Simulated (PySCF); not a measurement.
**Peak assignment**

Geometry:
```
atom   x (Å)   y (Å)   z (Å)
  C1   2.401  -1.353   0.069
  C2   1.627  -0.046   0.143
  O3   0.266  -0.342  -0.081
  C4  -0.644   0.669  -0.130
 Si5  -0.136   2.489  -0.315
  C6  -1.932   0.290  -0.084
 Si7  -2.404  -1.500   0.111
  F8  -1.976  -2.071   1.548
  F9  -4.005  -1.589   0.204
 H10   3.457  -1.172   0.251
 H11   2.279  -1.802  -0.913
 H12   2.021  -2.046   0.815
 H13   1.994   0.659  -0.615
 H14   1.753   0.414   1.133
 H15   0.622   2.663  -1.559
 H16  -1.367   3.271  -0.361
 H17   0.699   2.905   0.816
 H18  -2.693   1.047  -0.178
 H19  -1.974  -2.477  -0.863
```

No solvent model, one conformer, one averaged value for each set of equivalent atoms, non-relativistic Hamiltonian. Structure optimised with GFN2-xTB; σ from GIAO-PBE0/pcSseg-1; PySCF 2.14.0 with density-fitted response routines.

δ = σ(ref) − σ, references computed at the same level: TMS for 13C (σref 186.93), 1H (σref 31.72).

**Question.** Assign these signals to the numbered atoms. 13C{1H} NMR (computed): δ 184.7 (C), 119.1 (CH), 69.0 (CH2), 17.8 (CH3).

**Answer.** 
184.7 → C4, alkene carbon bearing oxygen: an sp2 carbon further deshielded by the attached heteroatom
119.1 → C6, β carbon of an enol-ether or enamine type C=C
69.0 → C2, sp3 CH2 bonded to O: pulled downfield by the heteroatom
17.8 → C1, methyl carbon: a saturated carbon with 1 carbon neighbour and no heteroatom attached

**Question.** Assign these signals to the numbered atoms. 1H NMR (300 MHz, computed): δ 5.24 (m, 1H), 5.21 (m, 1H), 4.32 (s, 3H), 4.10 (q, 2H), 1.45 (t, 3H).

**Answer.** 
| δ (ppm) | atoms | environment | reason |
| --- | --- | --- | --- |
| 5.24 | H18 | hydrogen on a β carbon of an enol-ether or enamine type C=C | olefinic region |
| 5.21 | H19 | hydrogen on a silicon bonded to C, 2 F | – |
| 4.32 | H15/H16/H17 | hydrogen on a silicon bonded to C | – |
| 4.10 | H13/H14 | hydrogen on an sp3 CH2 bonded to O | its carbon carries O, hence the downfield position |
| 1.45 | H10/H11/H12 | hydrogen on a methyl carbon | – |

H18 and H19 lie closer than the usual error of such a calculation, so a measured spectrum could show them in the other order.

Splittings by 19F in the carbon and heteronuclear signals aren't shown, as no couplings were computed. Shifts are as computed. Against solution values, carbons near 30 ppm lie about +3 ppm off and those near 130 ppm about +5 ppm. Of 1211 compounds with measured shifts, 218 miss one by over three times the rms of a fit or turn the order of signals round; such compounds aren't used in these exercises. Multiplicities follow the n + 1 count of equivalent neighbours, as no J values were calculated; m marks all less simple cases, F and P coupling included.
